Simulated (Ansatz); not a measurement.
Relaxation of F$_{3}$H$_{5}$SW (10 atoms, charge 0, multiplicity 1), to a largest force component of 0.03 eV/Å in at most 50 steps.

Level of theory: RKS r2SCAN-D4/def2-SVP (Ansatz).

```xyz
10
Properties=species:S:1:pos:R:3
W 0.231 0.333 -0.330
H 0.372 -0.610 2.434
H 1.705 -0.314 0.175
F -0.339 1.963 -1.093
H -1.038 0.699 0.735
F -0.320 -1.390 0.133
F 0.279 -0.233 -2.107
S 1.428 2.024 0.891
H 2.386 1.290 1.506
H 0.594 0.074 2.412
```

Q: Where does it end, and by what steps?

A: The run converged. After 14 steps the energy has fallen by 0.174 eV; H10 moved furthest, 0.98 Å.

| step | energy less start (eV) | largest force component (eV/Å) | accepted |
| --- | --- | --- | --- |
| 0 | 0.0000 | 1.624 | yes |
| 1 | -0.1081 | 0.165 | yes |
| 2 | -0.1389 | 0.130 | yes |
| 3 | -0.1427 | 0.233 | yes |
| 4 | -0.1634 | 0.104 | yes |
| 5 | -0.1638 | 0.394 | yes |
| 6 | -0.1666 | 0.204 | yes |
| 7 | -0.1694 | 0.063 | yes |
| 8 | -0.1708 | 0.092 | yes |
| 9 | -0.1718 | 0.052 | yes |
| 10 | -0.1727 | 0.036 | yes |
| 11 | -0.1732 | 0.047 | yes |
| 12 | -0.1734 | 0.093 | yes |
| 13 | -0.1736 | 0.057 | yes |
| 14 | -0.1738 | 0.012 | yes |

```xyz
10
Properties=species:S:1:pos:R:3
W 0.248 0.439 -0.503
H 0.275 -0.966 2.831
H 1.745 -0.157 -0.013
F -0.310 2.011 -1.371
H -0.969 0.891 0.591
F -0.262 -1.215 0.186
F 0.255 -0.312 -2.218
S 1.397 2.119 0.716
H 2.411 1.417 1.270
H 0.508 -0.392 3.268
```

Whether the end is a true minimum wasn't checked by a vibrational analysis.

Time of the run: 65 s on 4 threads of Intel(R) Xeon(R) Platinum 8259CL CPU @ 2.50GHz (Skylake/Cascade Lake), on a shared host, peak memory 0.24 GiB.
